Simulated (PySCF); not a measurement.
The dipole of `[SiH3][Si]1([SiH3])[SiH2]CS1` from its density and from atomic charges.

Coordinates (GFN2-xTB, Å) and charges (e) from the PBE0/pcSseg-1 density (PySCF):

```json
{"atom": "Si1", "x": "-0.645", "y": "2.333", "z": "-0.830", "Mulliken": "+0.3376", "IAO": "+0.3146", "Hirshfeld": "+0.2076", "ESP-fitted": "+0.1519"}
{"atom": "Si2", "x": "0.229", "y": "0.311", "z": "-0.033", "Mulliken": "-0.3269", "IAO": "+0.0959", "Hirshfeld": "+0.0993", "ESP-fitted": "+0.2124"}
{"atom": "Si3", "x": "2.566", "y": "0.176", "z": "0.034", "Mulliken": "+0.3395", "IAO": "+0.3154", "Hirshfeld": "+0.2080", "ESP-fitted": "+0.1498"}
{"atom": "Si4", "x": "-1.000", "y": "-1.659", "z": "-0.445", "Mulliken": "+0.5239", "IAO": "+0.4977", "Hirshfeld": "+0.2599", "ESP-fitted": "+0.1484"}
{"atom": "C5", "x": "-1.406", "y": "-1.564", "z": "1.426", "Mulliken": "-0.6022", "IAO": "-0.6094", "Hirshfeld": "-0.1669", "ESP-fitted": "-0.2239"}
{"atom": "S6", "x": "-0.556", "y": "-0.048", "z": "2.014", "Mulliken": "-0.2097", "IAO": "-0.1812", "Hirshfeld": "-0.1139", "ESP-fitted": "-0.3020"}
{"atom": "H7", "x": "-0.217", "y": "2.444", "z": "-2.228", "Mulliken": "-0.0655", "IAO": "-0.1060", "Hirshfeld": "-0.0805", "ESP-fitted": "-0.0766"}
{"atom": "H8", "x": "-2.105", "y": "2.435", "z": "-0.813", "Mulliken": "-0.0518", "IAO": "-0.0873", "Hirshfeld": "-0.0663", "ESP-fitted": "-0.0486"}
{"atom": "H9", "x": "-0.122", "y": "3.503", "z": "-0.123", "Mulliken": "-0.0487", "IAO": "-0.0903", "Hirshfeld": "-0.0686", "ESP-fitted": "-0.0372"}
{"atom": "H10", "x": "3.181", "y": "1.222", "z": "0.853", "Mulliken": "-0.0471", "IAO": "-0.0893", "Hirshfeld": "-0.0677", "ESP-fitted": "-0.0349"}
{"atom": "H11", "x": "3.032", "y": "0.363", "z": "-1.343", "Mulliken": "-0.0661", "IAO": "-0.1063", "Hirshfeld": "-0.0804", "ESP-fitted": "-0.0754"}
{"atom": "H12", "x": "3.101", "y": "-1.105", "z": "0.503", "Mulliken": "-0.0530", "IAO": "-0.0881", "Hirshfeld": "-0.0670", "ESP-fitted": "-0.0498"}
{"atom": "H13", "x": "-2.243", "y": "-1.621", "z": "-1.225", "Mulliken": "-0.0461", "IAO": "-0.0972", "Hirshfeld": "-0.0704", "ESP-fitted": "-0.0385"}
{"atom": "H14", "x": "-0.334", "y": "-2.930", "z": "-0.747", "Mulliken": "-0.0464", "IAO": "-0.0973", "Hirshfeld": "-0.0705", "ESP-fitted": "-0.0401"}
{"atom": "H15", "x": "-2.464", "y": "-1.455", "z": "1.654", "Mulliken": "+0.1813", "IAO": "+0.1644", "Hirshfeld": "+0.0388", "ESP-fitted": "+0.1317"}
{"atom": "H16", "x": "-1.025", "y": "-2.398", "z": "2.010", "Mulliken": "+0.1814", "IAO": "+0.1642", "Hirshfeld": "+0.0385", "ESP-fitted": "+0.1329"}
```

What dipole does each set of charges give (1 e·Å = 4.803 D), and what does the density give?

The full density gives (-0.29, -1.05, -1.47) D, 1.83 D in size; dipole vectors point from the negative to the positive end.

```csv
scheme,μx,μy,μz,size (D),share of the full size (%),angle to the full dipole (°)
Mulliken,0.57,-0.67,-3.84,3.94,216,31
IAO,0.50,-0.35,-2.76,2.83,155,34
Hirshfeld,0.03,-0.37,-1.02,1.09,60,19
ESP-fitted,-0.30,-1.04,-1.43,1.79,98,1
```

Which set comes closest?

Length of the difference vector: ESP-fitted 0.04 D, Hirshfeld 0.87 D, IAO 1.67 D, Mulliken 2.56 D. Closest: ESP-fitted. 

What is left for the Hirshfeld atoms' own dipoles?

The shares of the density sum to the whole, so what Σ q r misses lies in dipoles about the nuclei. The atomic dipoles sum to (-0.29, -1.05, -1.47) − (0.03, -0.37, -1.02) = (-0.32, -0.68, -0.45) D, 0.87 D in size.

With the origin at the mean of the coordinates, (0.000, 0.001, 0.044) Å, which are the largest single terms, by size, of the ESP-fitted dipole along the direction of the full one?

S6 +2.13, Si4 +1.07, H14 -0.46, H13 -0.43, Si1 -0.39 D; all 16 atoms together +1.79 D. The single terms depend on the origin, their sum doesn't.

Give the size of the full dipole in other units.

1.83 D = 0.718 au = 0.380 e·Å = 6.09 × 10⁻³⁰ C·m.

Geometry: GFN2-xTB; no solvent, vibrations or thermal averaging.
